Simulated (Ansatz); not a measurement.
Ideal-gas functions of GeH₃NS (`[NH2][Ge][SH]`) at 800 K and 1 bar, from an Ansatz frequency run at PBE0-D4/def2-TZVP.

Molar mass 121.71 g/mol, point group Cs (symmetry number 1), electronic degeneracy 1, moments of inertia 44.583, 135.565, 180.149 u Å². Harmonic wavenumbers (cm⁻¹, unscaled): 199, 268, 376, 391, 478, 683, 706, 782, 1566, 2724, 3585, 3700.

Use S(trans) = R[1.5 ln M + 2.5 ln T − 1.1517]; rotational temperatures θ = 24.2544 K / I; S(rot) = R[ln(√π/σ · √(T³/θAθBθC)) + 1.5]; for each mode x = 1.438777 ν̃/T, S = R[x/(eˣ − 1) − ln(1 − e⁻ˣ)] and H = RT x/(eˣ − 1); 1 cm⁻¹ = 0.0119627 kJ/mol; R = 8.31446 J/(mol·K).

Task: By hand: the entropy, in J/(mol·K).

Result: Translation 189.3. Rotation: θ = 0.544, 0.1789, 0.1346 K, giving 118.6. Vibration, mode by mode: 16.90, 14.46, 11.72, 11.41, 9.82, 7.11, 6.87, 6.13, 2.00, 0.37, 0.10, 0.08, in all 87.0. Electronic 0.0. Sum 394.9 J/(mol·K).

Task: By hand: H − E and G − E in kJ/mol, counted from the electronic energy.

Result: Zero-point energy ½ × 15458 × 0.0119627 = 92.5; thermal vibration 35.4; translation, rotation and pV give 4 RT = 26.6. H − E = 154.5 kJ/mol, and G − E = 154.5 − 800 × 394.9/1000 = -161.4 kJ/mol.

Vibration gives 22 % of the entropy. The sum counts one conformer and one mirror image; others add a mixing term.
